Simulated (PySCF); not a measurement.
Computed with PySCF (xtb for GFN2) and rigid-rotor harmonic-oscillator thermochemistry at 1 bar. Table values come from the NASA 1993 polynomials. S°(298 K) at PBE0/def2-TZVP differs from the NASA 1993 table for BaCl₂ (-5 J/mol/K); whether the harmonic model or the table's entry is off was not settled. All species are closed-shell singlets. The harmonic model lacks anharmonicity and excited electronic states, which grow with temperature; levels with a mode under 35 cm⁻¹ are left out. Soft modes under 120 cm⁻¹ make the harmonic entropy rough for BaCl₂. The table's entry may be an old estimate for BaCl₂ (not checked at source).

Harmonic frequencies at GFN2-xTB (cm⁻¹): 49, 178, 185. Point group C2v; S°(298 K) = 326.8 J/mol/K at this level.

Q: Work out Cp and S° of gaseous BaCl₂ at 500, 800, 1200, 1600, 2000 K from these, and set them beside the table.

A: 
```csv
T (K),Cp GFN2-xTB,Cp table,S° GFN2-xTB,S° table
500,57.8,57.4,356.5,355.1
800,58.0,57.9,383.7,382.3
1200,58.1,58.1,407.3,405.8
1600,58.2,58.1,424.0,422.5
2000,58.2,58.2,437.0,435.5
```
Units J/mol/K.
